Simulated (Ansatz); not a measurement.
Geometry optimisation, UKS LDA/6-31G (Ansatz 0.2.0).

input.yaml

```yaml
crystal:
  periodic: [false, false, false]
  atoms:
    - { symbol: B, position_ang: [-1.1822, -0.6985, 0.0306] }
    - { symbol: S, position_ang: [-0.0699, -2.1479, 1.264] }
    - { symbol: F, position_ang: [-1.3416, -1.0701, -1.2185] }
    - { symbol: F, position_ang: [-2.2005, -0.1769, 0.6786] }
    - { symbol: H, position_ang: [0.7244, -0.5832, 0.8982] }
    - { symbol: O, position_ang: [0.2082, 0.3451, 0.1939] }
    - { symbol: Si, position_ang: [0.9677, 1.3287, -0.8847] }
    - { symbol: H, position_ang: [-0.5988, -1.7169, 2.409] }
    - { symbol: H, position_ang: [-0.0427, 1.8438, -1.7963] }
    - { symbol: H, position_ang: [1.5481, 2.3442, -0.0092] }
    - { symbol: H, position_ang: [1.9875, 0.5318, -1.5656] }
magnetization:
  spin_polarized: true
basis:
  gaussian: { orbitals: "6-31G" }
hamiltonian:
  xc: lda
relax:
  f_tol: 0.15
  max_steps: 25
  restrain:
    - { distance: [0, 5], at: 1.5, k: 30.0 }
    - { distance: [4, 1], at: 1.36, k: 30.0 }
    - { distance: [0, 1], at: 3.19, k: 30.0 }
    - { distance: [4, 5], at: 2.27, k: 30.0 }
```

Launched with:

```bash
$ ansatz run input.yaml --threads 2 --pin off --max-ram 3072MiB --backend cpu --events-out ev --progress --plain --runs-dir out
```

Where does it end, and by what steps?

The run converged. The restraints hold the end off the free minimum. Limits of this set-up: no polarisation functions. After 10 steps the energy has fallen by 0.961 eV (the restraints' own energy left out); H5 moved furthest, 0.67 Å. Parted: B1–S2. Joined: S2–H5.

```
step  energy less start (eV)  largest force component (eV/Å)  accepted
   0                  0.0000                           4.680       yes
   1                  0.1523                           4.322       yes
   2                 -0.2479                           4.034       yes
   3                 -0.6468                           2.470       yes
   4                 -0.7706                           2.210       yes
   5                 -0.8315                           2.404       yes
   6                 -0.9191                           2.066       yes
   7                 -0.9276                           2.075       yes
   8                 -0.9550                           1.829       yes
   9                 -0.9529                           1.738        no
  10                 -0.9611                           1.795       yes
```

```xyz
11
Properties=species:S:1:pos:R:3
B -1.286 -0.244 -0.143
S 0.475 -2.268 1.579
F -1.529 -0.687 -1.402
F -2.146 -0.578 0.845
H 0.760 -0.923 1.476
O -0.203 0.634 0.137
Si 0.930 1.372 -0.985
H -0.714 -2.038 2.282
H 0.180 1.964 -2.159
H 1.617 2.445 -0.181
H 1.917 0.322 -1.449
```

The run took 21 s on 2 threads of AMD EPYC 7B13 (Zen 3), on a shared host, peak memory 0.23 GiB.
